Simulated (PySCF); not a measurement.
Al(F)(Br)2, SMILES [F][Al]([Br])[Br] at its B3LYP/def2-SVP optimised geometry (Å):

```
4

Al    -0.5132     0.2133     0.0000
F     -1.3070     1.6669     0.0000
Br    -1.7219    -1.6669    -0.0028
Br     1.7219     0.2133     0.0000
```

Level of theory: B3LYP/def2-TZVP (PySCF 2.14.0).

Map of the Laplacian of the electron density (e/bohr⁵) on the plane z = 1.5 Å:

```
|                           |
|                           |
|                           |
|                           |
|                           |
|        ...                |
|       .:::.               |
|      .:---..              |
|      .:-=-:..........     |
|      .:---:....:----:.    |
|       .::::..::-++++-:.   |
|       ......::-+#%%#=:.   |
|       ......::=*%@@%+-.   |
|      ...:...::=+#@@%+-.   |
|     ..:::::.::-=*##*=:.   |
|    .:-==--::.::-=++=:.    |
|   .:-+**+=-:...:::::..    |
|   .:=*%%#+-:.. .....      |
|   .-+%@@%+-:.             |
|   .-+%@@#+-.              |
|   .:=*##*=:.              |
|    .-=++=:.               |
|    ..::::..               |
|      ....                 |
|                           |
|                           |
|                           |
```
Scale: ten equal steps from 0.000 (start of ' ') to 0.034 (end of '@'), in the order ' .:-=+*#%@'; x runs from -4.00 to 4.00, y from -4.00 (bottom) to 4.00 (top).
